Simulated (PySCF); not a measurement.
Vertical excitations of a molecule C3H6GeO from TDA-CAM-B3LYP/def2-SVPD (PySCF), as energy in eV (oscillator strength): 6.06 (0.000), 6.63 (0.015), 6.66 (0.000), 6.92 (0.000), 7.34 (0.004), 7.67 (0.048), 7.68 (0.083), 7.82 (0.067), 8.09 (0.000), 8.25 (0.008). Lowest triplet (TDA): 5.21 eV. Geometry optimised at TPSSh-D3(BJ)/def2-SVP. The values are those of a single conformer.

Problem. Which structure fits?
A. [GeH3][C]1=COC1
B. C1=[CH][GeH2][CH2]O1
C. C#CC[O][GeH3]
D. C[C]1=C[O][GeH2]1

Solution. C, C#CC[O][GeH3]
